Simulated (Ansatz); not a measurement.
Isolated molecules relaxed with PBE0-D4/def2-TZVP in Ansatz; ΔE leaves out vibrations. CCSD(T)/CBS adds triple-zeta CCSD(T) − MP2 to the extrapolated MP2 energy (def2 sets, frozen cores). This one scheme is used for every species. DFT in def2-TZVPP. B3LYP here is the variant with VWN-RPA as its local correlation; programs differ in this. Each species was taken in one conformer, which may not be the lowest.

`C[O][AlH][S][SiH3]` + HCl → `C[O][AlH][Cl]` + `[SiH3]S`  (ligand exchange at the Al–S bond)

`C[O][AlH][S][SiH3]`:

Z-matrix (Å, degrees):
```
C
O 1 1.391
H 1 1.095 2 110.9
H 1 1.094 2 109.6 3 -119.2
H 1 1.095 2 112.0 3 120.8
Al 2 1.666 1 150.9 3 -82.8
S 6 2.186 2 124.1 1 2.6
H 6 1.569 2 118.2 1 -177.4
Si 7 2.134 6 101.3 2 3.8
H 9 1.483 7 106.8 6 172.0
H 9 1.486 7 111.6 6 -68.9
H 9 1.485 7 111.6 6 52.7
```

HCl:

Cartesian coordinates in Å:
```
Cl 0.135 -0.159 0.604
H -0.135 0.159 -0.604
```

`C[O][AlH][Cl]`:

```xyz
8

C     0.592    1.141   -0.131
O    -0.363    0.319    0.478
Al   -0.860   -1.272    0.341
Cl    0.083   -2.511   -1.063
H     1.294    1.515    0.620
H     1.163    0.613   -0.904
H     0.100    2.002   -0.594
H    -2.011   -1.807    1.253
```

`[SiH3]S`:

Z-matrix (Å, degrees):
```
Si
S 1 2.137
H 1 1.485 2 111.6
H 1 1.485 2 111.6 3 -122.0
H 1 1.482 2 104.8 3 119.0
H 2 1.344 1 94.7 3 60.9
```

Problem. Is it downhill or uphill in electronic energy at CCSD(T)/CBS, and by how much? (Estimate.)

Solution. The calculation gave: Downhill: ΔE = -11.3 kcal/mol.

Problem. What do these levels give: PBE-D4, r2SCAN-D4, PBE0-D4, B3LYP-D4, ωB97X-V, ωB97M-V, PBE, r2SCAN, B3LYP, HF/def2-TZVPP, HF/CBS(def2), CCSD/CBS(def2)? (Best estimate.)

Solution. Ansatz gave: PBE-D4 -10.4, r2SCAN-D4 -11.6, PBE0-D4 -10.6, B3LYP-D4 -11.6, ωB97X-V -12.1, ωB97M-V -12.0, PBE -11.9, r2SCAN -12.1, B3LYP -13.9, HF/def2-TZVPP -15.3, HF/CBS(def2) -15.4, CCSD/CBS(def2) -11.9 kcal/mol.

Largest T1 diagnostic among the species: 0.012.

In def2-TZVPP, CCSD(T) changes the Hartree–Fock value by +4.0 kcal/mol (the triples alone add +0.7 kcal/mol) and MP2 by +4.2 kcal/mol. The D4 term adds +2.4 kcal/mol with B3LYP and +1.4 kcal/mol with PBE0; it sums over pairs of atoms, weighted by their polarisabilities, and B3LYP, whose exchange is more repulsive, gets the larger term.
